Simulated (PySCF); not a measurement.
## Complete the spectrum of C5H4O3S

Species: C5H4O3S.
SMILES with atom numbers: `[CH:1]#[C:2][C:3]#[C:4][CH2:5][S:6](=[O:7])(=[O:8])[OH:9]` (hydrogens: H10 on C1; H11, H12 on C5; H13 on O9)

Geometry (GFN2-xTB, Å), atoms numbered from 1 in this order:
```xyz
13
C5H4O3S angstrom
C      3.8220   -0.4062    1.2450
C      2.7705   -0.2192    0.6885
C      1.5825   -0.0067    0.0660
C      0.5372    0.2052   -0.4997
C     -0.7285    0.3972   -1.1259
S     -1.8745   -0.7902   -0.3636
O     -1.3705   -2.1123   -0.5045
O     -3.2136   -0.5038   -0.7860
O     -1.7724   -0.3394    1.1820
H      4.7363   -0.5746    1.7298
H     -1.1476    1.3845   -0.9505
H     -0.7093    0.1650   -2.1883
H     -2.6364   -0.0604    1.4896
```

Computed with TDDFT PBE0/def2-SVPD, vertical, gas phase, core orbitals frozen in the response (PySCF).

Lowest singlets, with some entries withheld (?).

| state | ν̃ (cm⁻¹) | f | main configurations (H = HOMO, L = LUMO) |
| --- | --- | --- | --- |
| S1 | 37080 | 0.0001 | H-1→L (87%), H→L+1 (10%) |
| S2 | 39210 | 0.014 | H→L (54%), H-1→L+1 (42%) |
| S3 | 39690 | 0.0004 | H→L+1 (86%), H-1→L (10%) |
| S4 | ? | 0.028 | H→L+2 (93%) |
| S5 | ? | 0.0012 | H-1→L+2 (95%) |
| S6 | ? | 0.0007 | H-2→L (98%) |

Problem. Fill in the withheld entries.

Solution. 
- S4: ν̃ = 53670 cm⁻¹
- S5: ν̃ = 54270 cm⁻¹
- S6: ν̃ = 56010 cm⁻¹

Problem. What is the mean static polarisability from the same response equations?

Solution. 94.7 au (14.03 Å³), with principal values 63.6, 67.2 and 153.1 au.

Problem. How far apart are S1 and S4, in eV and cm⁻¹?

Solution. 6.655 − 4.598 = 2.057 eV, or about 16590 cm⁻¹.

Problem. Where do the lowest triplets lie (Tamm–Dancoff)?

Solution. T1 3.70 eV, H→L (63%), H-1→L+1 (30%); T2 4.10 eV, H-1→L (66%), H→L+1 (28%). E(S1) − E(T1) = +0.90 eV.

One conformer stands for the species.
